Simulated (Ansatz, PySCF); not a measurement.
Complex: SiH4 (SMILES [SiH4]) (first 5 atoms) with H2S (SMILES S); geometry from B3LYP-D3(BJ)/def2-TZVP, rigid monomers moved along the line of their centres of mass till Si1···S6 is 5.27 Å.
(charge 0, multiplicity 1):
```xyz
8

Si     0.0302    -0.0436    -0.2875
H     -0.7053     1.1278     0.2390
H     -0.1105    -0.0712    -1.7635
H     -0.5450    -1.2861     0.2725
H      1.4622     0.0588     0.0632
S      0.2468     0.1091     4.9775
H     -0.2730     1.3395     4.8431
H     -0.9569    -0.4758     4.8726
```

Interaction energies are E(AB) − E(A) − E(B) at the monomers' geometry in the complex; basis-set methods are counterpoise corrected. Rows marked so take none.

Cores are frozen in the correlated methods. CBS(a, b) extrapolates the correlation energy as X⁻³ and adds the Hartree–Fock energy of set b. Rows in 6-311+G**, 6-31G* carry no dispersion term and start afresh at each structure (6-31G* with six Cartesian d functions). MP2/6-31G* freezes PySCF's default core.

Codes used: Ansatz (a first-principles code); PySCF for 6-311+G** rows, 6-31G* rows, the dispersion terms. Each number belongs to the level named beside it.

```tsv
level	interaction energy (kcal/mol)
HF/6-31G*	-0.11
PBE-D3(BJ)/def2-TZVPPD	-0.43
PBE-D4/def2-TZVPPD	-0.39
B3LYP/6-311+G** (no counterpoise)	…
MP2/6-31G* (no counterpoise)	-0.30
SCS-MP2/aug-cc-pV(D+d)Z	-0.28
CCSD/aug-cc-pV(D+d)Z	-0.29
CCSD(T)/aug-cc-pV(D+d)Z	-0.32
CCSD(T)/CBS(aug-cc-pV(D+d)Z, aug-cc-pV(T+d)Z)	-0.34
```

Q: Complete the blanks.

A: 
- B3LYP/6-311+G** (no counterpoise), interaction energy (kcal/mol): -0.04
